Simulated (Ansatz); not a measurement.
Computed with Ansatz on PBE0-D4/def2-TZVP structures; ΔE is electronic, products minus reactants. CBS: MP2 limit from def2 TZ/QZ plus the TZ coupled-cluster correction, frozen cores. Functionals use def2-TZVPP. B3LYP here is the variant with VWN-RPA as its local correlation; programs differ in this. HSE06 is defined as in plane-wave codes. def2 core potentials past Kr. For In outer-core shells are correlated without core-valence functions, which leaves a few kJ/mol of doubt a bond.

Reaction (substitution at a C–In bond): `N#[C][In]([Cl])[Cl]` + `O[SiH3]` → `N#CO[SiH3]` + `[Cl][InH][Cl]`

`N#[C][In]([Cl])[Cl]`:

Cartesian coordinates in Å:
```
N -0.533 -0.858 -2.442
C -0.303 -0.485 -1.377
In 0.120 0.194 0.554
Cl 0.830 2.341 0.906
Cl -0.114 -1.193 2.359
```

`O[SiH3]`:

Cartesian coordinates in Å:
```
O -1.031 0.091 0.755
Si 0.266 -0.193 -0.220
H -1.207 0.996 1.014
H 0.143 0.521 -1.520
H 0.290 -1.655 -0.449
H 1.539 0.240 0.420
```

`N#CO[SiH3]`:

```xyz
7

N    -2.166   -0.850   -1.434
C    -1.437   -0.694   -0.553
O    -0.649   -0.540    0.440
Si    0.792    0.357    0.385
H     1.329    0.221    1.751
H     1.675   -0.249   -0.635
H     0.455    1.756    0.045
```

`[Cl][InH][Cl]`:

Z-matrix (Å, degrees):
```
In
Cl 1 2.312
Cl 1 2.312 2 111.9
H 1 1.694 2 124.1 3 -180.0
```

| level | ΔE (kJ/mol) | difference from CCSD(T)/CBS |
| --- | --- | --- |
| LDA (SPW92) | 54.7 | -49.7 |
| PBE-D4 | 72.2 | -32.2 |
| revPBE-D4 | 73.9 | -30.5 |
| BLYP-D4 | 76.6 | -27.8 |
| r2SCAN-D4 | 78.6 | -25.8 |
| B97M-V | 77.2 | -27.2 |
| PBE0-D4 | 78.0 | -26.4 |
| B3LYP-D4 | 80.2 | -24.2 |
| r2SCANh-D4 | 79.9 | -24.5 |
| r2SCAN0-D4 | 81.7 | -22.7 |
| HSE06-D4 | 78.0 | -26.4 |
| BHLYP-D4 | 86.9 | -17.5 |
| ωB97X-V | 87.2 | -17.2 |
| B2PLYP | 91.8 | -12.6 |
| PBE-QIDH | 92.0 | -12.4 |
| PBE | 72.1 | -32.3 |
| revPBE | 76.3 | -28.1 |
| BLYP | 76.9 | -27.5 |
| r2SCAN | 78.5 | -25.9 |
| PBE0 | 77.8 | -26.6 |
| B3LYP | 80.0 | -24.4 |
| r2SCANh | 79.8 | -24.6 |
| r2SCAN0 | 81.6 | -22.8 |
| BHLYP | 85.7 | -18.7 |
| CAM-B3LYP | 81.8 | -22.6 |
| LC-ωPBE | 85.6 | -18.8 |
| RPA@PBE/def2-TZVPP | 102.7 | -1.7 |
| HF/def2-SVP | 77.6 | -26.8 |
| MP2/def2-SVP | 91.5 | -12.9 |
| CCSD/def2-SVP | 88.1 | -16.3 |
| HF/def2-TZVPP | 93.7 | -10.7 |
| MP2/def2-TZVPP | 108.6 | 4.2 |
| CCSD/def2-TZVPP | 103.5 | -0.9 |
| CCSD(T)/def2-TZVPP | 104.3 | -0.1 |
| HF/def2-QZVPP | 93.5 | -10.9 |
| MP2/def2-QZVPP | 108.6 | 4.2 |
| SCS-MP2/def2-QZVPP | 107.5 | 3.1 |
| HF/CBS(def2) | 93.5 | -10.9 |
| MP2/CBS(def2) | 108.7 | 4.3 |
| CCSD/CBS(def2) | 103.6 | -0.8 |
| CCSD(T)/CBS | 104.4 | 0 |

Largest T1 diagnostic among the species: 0.014.

From PBE to PBE0 (25 % exact exchange), in def2-TZVPP and without D4, ΔE moves by +5.7 kJ/mol. At CCSD(T), def2-SVP lies −17.2 kJ/mol from the extrapolated value and def2-TZVPP −0.1 kJ/mol.
